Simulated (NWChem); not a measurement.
Species: PbNH₃, singlet; SMILES [NH2][PbH]

Results from NWChem. Low-valent species are run as closed-shell singlets; no triplet was tried in these runs. All runs use the structure optimised with PBE0/def2-SVP. Not confirmed as a minimum by frequencies. def2 effective core potentials on Pb; no spin-orbit coupling. Gas phase, vertical.

B3LYP/def2-SVPD, TDA puts singlet state 2 at 4.54 eV with oscillator strength 0.082.

Question: Give the wavelength, the transition dipole and the radiative lifetime of that state in vacuum.

Answer: 
1. λ = 1239.84/4.54 = 273 nm, or 36620 cm⁻¹.
2. f = (2/3) ΔE μ² in atomic units, so μ = √(1.5 f/ΔE) = 0.86 a.u. = 2.18 D.
3. τ = 1.499 s cm⁻² / (f ν²) = 14 ns, for a non-degenerate state that emits at the vertical energy; a higher state like this one mostly decays faster by other paths.
